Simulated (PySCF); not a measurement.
An unknown is described by computed data only.

Formula: C5H11NOSi2.

| Item | Value |
| --- | --- |
| NMR, other nuclei | isotropic shieldings of nuclei other than C and H, by class: -24 (1 N), 329 (1 O), 376 (1 Si), 392 (1 Si) ppm [GIAO PBE0/pcSseg-1] |
| 1H NMR | chemical shifts (computed TMS as zero) by class: 5.32 (2 H), 5.15 (3 H), 1.11 (2 H), 1.10 (2 H), 0.67 (2 H) ppm [GIAO PBE0/pcSseg-1] |
| Dipole | 4.18 D [PBE0/pcSseg-1] |
| Rotational structure | rotational constants A, B, C: 2.624, 0.492, 0.449 GHz [GFN2-xTB] |
| 13C NMR | chemical shifts (computed TMS as zero) by class: 128.4 (1 C), 25.2 (1 C), 19.0 (2 C), 3.2 (1 C) ppm [GIAO PBE0/pcSseg-1] |

Electronic properties: PySCF, gas phase, density fitting. Levels stand in brackets. One conformer (not necessarily the lowest) at the GFN2-xTB geometry, without solvent, vibrations or thermal averaging. NMR values are class means; diastereotopic atoms form classes of their own.

Q: Propose a structure and show how it fits.

A: Numbering: `[N:1]#[C:2][C:3]1([CH2:4][SiH2:5][O:6][SiH3:7])[CH2:8][CH2:9]1`. Its formula, C5H11NOSi2, gives 3 degrees of unsaturation: 1 ring and 2 π bonds in the structure found. 5 carbons fall into 4 classes; from least to most shielded: nitrile carbon [C2] (128.4 ppm), chain sp3 carbon bound to silicon [C4] (25.2 ppm), three-membered-ring carbon [C8/C9] (19.0 ppm, 2 C, up to 2.0 ppm apart in this geometry), sp3 carbon next to a nitrile [C3] (3.2 ppm). Hydrogen classes from least to most shielded: 2 H on an oxygen-bound silicon, Si5 (5.32 ppm), 3 H on an oxygen-bound silicon, Si7 (5.15 ppm), 2 H on 2 three-membered-ring carbons, C8/C9 (1.11 ppm), 2 H on an sp3 carbon bound to silicon, C4 (1.10 ppm, a mean of values up to 1.7 ppm apart in this geometry), 2 H on 2 three-membered-ring carbons, C8/C9 (0.67 ppm). The other shieldings belong to: -24 ppm, nitrile nitrogen [N1]; 329 ppm, siloxane oxygen [O6]; 376 ppm, oxygen-bound silicon [Si5]; 392 ppm, oxygen-bound silicon [Si7]. The optimised geometry has point group C1 and is an asymmetric top. Structure: `N#CC1(C[SiH2]O[SiH3])CC1`. Computed isomers that give other values at the same levels: `C#CCC(=C)[SiH2]O[SiH2]N` (13C chemical shifts (computed TMS as zero) by class: 150.6 (1 C), 135.9 (1 C), 86.3 (1 C), 78.7 (1 C), 29.4 (1 C) ppm); `CC(=O)CC#C[Si@H](N)[SiH3]` (13C chemical shifts (computed TMS as zero) by class: 206.6 (1 C), 110.4 (1 C), 96.0 (1 C), 38.4 (1 C), 29.4 (1 C) ppm); `N#C[C@@H]1CO[SiH2]CC[SiH2]1` (13C chemical shifts (computed TMS as zero) by class: 127.4 (1 C), 67.3 (1 C), 20.7 (1 C), 15.2 (1 C), 6.2 (1 C) ppm). The assignments are read from this structure; whether some other isomer fits the data as well wasn't checked.

Conformer computed: `[N:1]#[C:2][C:3]1([CH2:4][SiH2:5][O:6][SiH3:7])[CH2:8][CH2:9]1`: C2–C3–C4–Si5 -64°, C3–C4–Si5–O6 -173°.
